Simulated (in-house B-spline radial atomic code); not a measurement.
Configurations of Nb2+, with energies counted from [Kr] 4d3. Computed with an all-electron radial atomic-structure program (B-spline basis): scalar-relativistic (X2C) HSE06, spin-polarised, spherical fractional occupations, exact exchange averaged over the configuration, Fermi nucleus of rms radius 4.324 fm. Shells without spins written out take the highest spin.

Occupations are held fixed; configurations that lie above the ionisation limit could autoionise.

```json
{"configuration": "[Kr] 4d2 4f1", "E - E(ref) (eV)": "17.083", "highest orbital": "4f up", "its <r> (bohr)": "5.206"}
{"configuration": "[Kr] 4d2 5f1", "E - E(ref) (eV)": "19.797", "highest orbital": "5f up", "its <r> (bohr)": "9.077"}
{"configuration": "[Ar] 3d10 4s2 4p5 4d3 4f1", "E - E(ref) (eV)": "48.801", "highest orbital": "4f up", "its <r> (bohr)": "5.036"}
{"configuration": "[Ar] 3d9 4s2 4p6 4d3 5s1", "E - E(ref) (eV)": "207.22", "highest orbital": "5s up", "its <r> (bohr)": "2.865"}
```

Order these further configurations by energy, lowest first.
A. [Kr] 4d2 5p1
B. [Kr] 4d2 5s1
C. [Ar] 3d10 4s2 4p5 4d4
D. [Ar] 3d10 4s2 4p5 4d3 5s1
E. [Ar] 3d10 4s2 4p5 4d3 5p1

B (3.1466 eV), A (8.2812 eV), C (30.166 eV), D (34.466 eV), E (39.773 eV).
